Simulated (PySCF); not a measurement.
C2H10OSi2.
Z-matrix (Å and degrees, PBE0-D3(BJ)/def2-SVP geometry), rows numbered from 1:
```
C 
C   1  1.5262
Si  2  1.8756  1  114.38
O   3  1.6638  2  110.58  1    58.67
Si  4  1.6522  3  146.93  2    47.76
H   1  1.1011  2  111.82  3   179.86
H   1  1.1012  2  111.41  3   -60.02
H   1  1.1016  2  111.51  3    59.60
H   2  1.1047  1  110.67  3   122.14
H   2  1.1053  1  110.89  3  -121.19
H   3  1.4966  2  110.07  1   179.64
H   3  1.4932  2  110.62  1   -59.82
H   5  1.4967  4  110.47  3   -47.22
H   5  1.4946  4  110.56  3    72.99
H   5  1.4903  4  108.78  3  -166.89
```

Lines to be assigned: C 1s: 290.25 (area 1), 290.74 (area 1) eV; O 1s: 537.73 eV; Si 1s: 1847.04 (area 1), 1847.44 (area 1) eV; Si 2p3/2: 107.11 (area 1), 107.52 (area 1) eV.

The calculation used PySCF, delta-SCF UKS SCAN, pcX-2 on the ionised atom, pcseg-1 elsewhere, spin-free X2C. Isolated species at its PBE0-D3(BJ)/def2-SVP geometry (one conformer only).

Which carbon gives which C 1s line?

290.25 eV: C2 (sp3 carbon bound to silicon); 290.74 eV: C1 (methyl carbon). The listed C 1s values span 0.49 eV, from C2 (bonded to C, 2 H and Si) to C1 (bonded to C and 3 H).

Order the silicon atoms by Si 1s binding energy.

1847.04 eV: Si3 (oxygen-bound silicon); 1847.44 eV: Si5 (oxygen-bound silicon). The listed Si 1s values span 0.40 eV, from Si3 (bonded to O, C and 2 H) to Si5 (bonded to O and 3 H). Summing the Pauling electronegativity differences to the bonded atoms, each weighted by its formal bond order, gives +2.79 for the lowest site and +2.44 for the highest; the largest sum, +2.79, belongs to Si3, 0.40 eV below the top. The smallest sum, +2.44, belongs to Si5, 0.40 eV above the lowest.

Assign the Si 2p3/2 lines to atoms.

107.11 eV: Si3 (oxygen-bound silicon); 107.52 eV: Si5 (oxygen-bound silicon). The listed Si 2p3/2 values span 0.41 eV, from Si3 (bonded to O, C and 2 H) to Si5 (bonded to O and 3 H). Summing the Pauling electronegativity differences to the bonded atoms, each weighted by its formal bond order, gives +2.79 for the lowest site and +2.44 for the highest; the largest sum, +2.79, belongs to Si3, 0.41 eV below the top. The smallest sum, +2.44, belongs to Si5, 0.41 eV above the lowest.

Bonded neighbours of each site: C1: C and 3 H; C2: C, 2 H and Si; Si3: O, C and 2 H; O4: 2 Si; Si5: O and 3 H.

Give the binding energy of C 1s of C2 in hartree and in kJ/mol.

290.25 eV = 10.6665 Eh = 28005 kJ/mol.

2p3/2 and 2p1/2 are the ΔSCF energy of one spin-free 2p hole plus the eigenvalues of a spin–orbit and ligand-field matrix of the shell. 2p1/2 minus 2p3/2 (ligand field included): Si 0.63 eV.
